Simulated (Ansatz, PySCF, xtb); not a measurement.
Pair of molecules: C2H4 (SMILES C=C) (first 6 atoms) with GeH4 (SMILES [GeH4]); geometry from B3LYP-D3(BJ)/def2-TZVP, rigid monomers moved along the line of their centres of mass till C2···Ge7 is 3.39 Å.
(charge 0, multiplicity 1):
```xyz
11

C      0.37314     0.25876     0.06214
C     -0.34394    -0.83911     0.24960
H     -0.07468     1.17791    -0.29574
H      1.43727     0.28469     0.26315
H      0.10392    -1.75658     0.61181
H     -1.40889    -0.86497     0.05308
Ge    -0.01465     0.28253     3.43545
H     -0.01802     1.63281     2.70627
H      1.23314    -0.51844     3.03774
H     -1.27700    -0.50885     3.06757
H      0.00718     0.52581     4.95497
```

Interaction energies are E(AB) − E(A) − E(B) at the monomers' geometry in the complex; basis-set methods are counterpoise corrected.

Rows in 6-31G* carry no dispersion term and start afresh at each structure (6-31G* with six Cartesian d functions); the Pople sets are all-electron and without relativity.

The values were computed with Ansatz (a first-principles code); PySCF for 6-31G* rows, the dispersion terms; xtb for the GFN methods. 

Task: One of these levels gives -19.3 meV for the interaction energy. Which one is it?
A) PBE/def2-TZVPPD
B) GFN2-xTB
C) r2SCAN-D4/def2-TZVPPD
D) HF/6-31G*

Result: C, r2SCAN-D4/def2-TZVPPD. The others give -88.4 (GFN2-xTB), 145.1 (HF/6-31G*), 43.2 (PBE/def2-TZVPPD)
